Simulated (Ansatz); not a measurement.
The same path of ClH7W (9 atoms, charge 0, multiplicity 1) was run twice with different band settings. Lost on the way: W1–Cl2, W1–H9. Made: Cl2–H9.

Theory: RKS PBE-D4/def2-SVP (Ansatz).

Relaxed end points:

```xyz
9
Properties=species:S:1:pos:R:3
W 0.086 0.113 0.777
Cl -0.726 -0.922 2.662
H 1.636 0.079 0.069
H 0.269 1.683 -0.060
H -1.266 0.813 0.027
H 0.696 -1.259 0.021
H -0.187 -0.211 -0.874
H 0.683 1.034 -0.655
H 1.251 1.214 1.332
```

```xyz
9
Properties=species:S:1:pos:R:3
W 0.175 0.201 -0.446
Cl 0.271 0.245 2.741
H 1.510 -0.560 0.242
H -0.542 1.544 0.275
H -1.341 -0.040 0.239
H -0.093 -1.319 0.219
H 0.172 0.225 -2.186
H 1.282 1.269 0.285
H 1.008 0.978 1.929
```

Common settings: movable images 9; climbing image yes; spring 5.0 eV/Å²; optimiser quadratic models (default); start path through a guess of the saddle point; iteration limit 60; end points relaxed.

| run | force threshold |
| --- | --- |
| 1 | 0.05 eV/Å |
| 2 | 0.2 eV/Å |

What does each run give, and how far can it be trusted?

Run 1: converged after 35 iterations, highest image 2.942 eV above the first end. The profile has 3 maxima (images 2, 7, 9) with wells between them (images 3, 8): this band takes more than one step, which may be the mechanism or a detour left from its start path. A vibrational analysis at the climbing image gives one clearly imaginary mode, 461i cm⁻¹: a first-order saddle point.
Run 2: converged after 22 iterations, highest image 2.942 eV above the first end. The threshold of 0.2 eV/Å is loose, so the images may lie well off the minimum-energy path. The profile has 3 maxima (images 2, 7, 9) with wells between them (images 3, 8): this band takes more than one step, which may be the mechanism or a detour left from its start path. Neighbouring images differ by up to 1.4 eV, so the band resolves the path poorly. Another band between the same ends (9 images) ends at a top of the same energy, where a vibrational analysis finds 1 clearly imaginary mode.
The orbitals stay closed-shell, which can raise the energy where a bond breaks towards radicals; this wasn't checked here.
